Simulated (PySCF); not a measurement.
Bromine: a sound run and one with changed settings

Sound run: Br+ [Ar] 3d10 4s2 4p4, Br(2+) [Ar] 3d10 4s2 4p3. All numbers are calculated (PySCF 2.14, scalar relativity through the core potential, in cc-pVDZ-PP with ECP10MDF (4s3p2d, 23 functions)). The sound run starts from symmetry-adapted Hartree-Fock orbitals and uses a fine grid where one is needed.

A second run was set up differently.

```
species  method  sound run (hartree)  changed run (hartree)  converged
    Br+     UHF           -415.07864             -415.07864        yes
    Br+    TPSS           -416.27511             -416.27528        yes
    Br+    MN15           -416.78498             -416.78419        yes
 Br(2+)     UHF           -414.33728             -414.33728        yes
 Br(2+)    TPSS           -415.49231             -415.49231        yes
 Br(2+)    MN15           -416.01410             -416.01410        yes
```

Ionisation energy of Br+:

```tsv
method	sound run (eV)	changed run (eV)
UHF	20.173	20.173
TPSS	21.301	21.306
MN15	20.977	20.955
```

(1) What was changed?
A. angular grid far too coarse
B. a valence shell is frozen
C. basis contracted for another Hamiltonian
D. level shift left on

Results:

(1) A. It used 26 angular points. A coarse angular grid integrates products of high-l functions wrongly, so density functionals can shift, and the SCF can exploit the error; Hartree-Fock and MP2 need no grid.
